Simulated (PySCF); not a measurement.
**Assigning NMR signals**

Geometry (Å), atoms numbered from 1 in this order:
```xyz
15

N     3.7001   -0.6725    0.6085
C     2.6884   -0.4673   -0.1182
C     1.4199    0.1252    0.2702
C     0.4119    0.3371   -0.5803
Si   -1.2596    1.0742   -0.1320
Si   -2.8593   -0.5984   -0.0533
H     3.5844   -0.3809    1.5801
H     2.7796   -0.7641   -1.1608
H     1.3247    0.4095    1.3125
H     0.5621    0.0332   -1.6110
H    -1.0912    1.7966    1.1362
H    -1.5383    2.0866   -1.1611
H    -3.0019   -1.2866   -1.3394
H    -2.5477   -1.6283    0.9414
H    -4.1774   -0.0565    0.2851
```

How the numbers were obtained: coordinates at the GFN2-xTB level, NMR shieldings at PBE0/pcSseg-1/GIAO, in PySCF 2.14.0 with density-fitted response routines (one averaged value for each set of equivalent atoms, non-relativistic, in vacuum, one conformer).

Scale: $^{13}$C (σref 186.93), $^{1}$H (σref 31.72) vs TMS (reference shieldings calculated alike).

Q: Assign these signals to the numbered atoms. $^{13}$C{$^{1}$H} NMR (computed): δ 174.1 (CH), 154.8 (CH), 143.2 (CH).

A: 
```tsv
δ (ppm)	atoms	environment	reason
174.1	C2	C=N carbon	–
154.8	C3	alkene CH	an sp2 carbon of a C=C bond
143.2	C4	alkene CH	–
```

Q: Assign these signals to the numbered atoms. $^{1}$H NMR (400 MHz, computed): δ 10.75 (br s, 1H), 8.06 (d, 1H), 6.52 (m, 1H), 6.42 (m, 1H), 4.34 (m, 2H), 3.46 (t, 3H).

A: 
10.75 → H7, hydrogen on an imine nitrogen: exchangeable; this is the value without hydrogen bonding to other molecules
8.06 → H8, hydrogen on a C=N carbon
6.52 → H10, hydrogen on an alkene CH: a vinylic proton, deshielded by the sp2 carbon and the C=C anisotropy
6.42 → H9, hydrogen on an alkene CH
4.34 → H11/H12, hydrogen on a silicon bonded to C, Si
3.46 → H13/H14/H15, hydrogen on a silicon bonded to Si

H10 and H9 lie closer than the usual error of such a calculation, so a measured spectrum could show them in the other order.

Exchangeable OH/NH protons stand at their gas-phase positions; hydrogen bonding in a real sample shifts them, mostly to higher δ. Shifts are as computed. Against solution values, carbons near 30 ppm lie about +3 ppm off and those near 130 ppm about +5 ppm. Of 1309 compounds with measured shifts, 239 miss one by over three times the rms of a fit or turn the order of signals round; such compounds aren't used in these exercises. No couplings were computed; multiplicities are counted from neighbouring protons, with m where these are inequivalent, close in shift, in a saturated or five-membered ring or joined by F or P, and br s for small geminal =CH2 splittings.
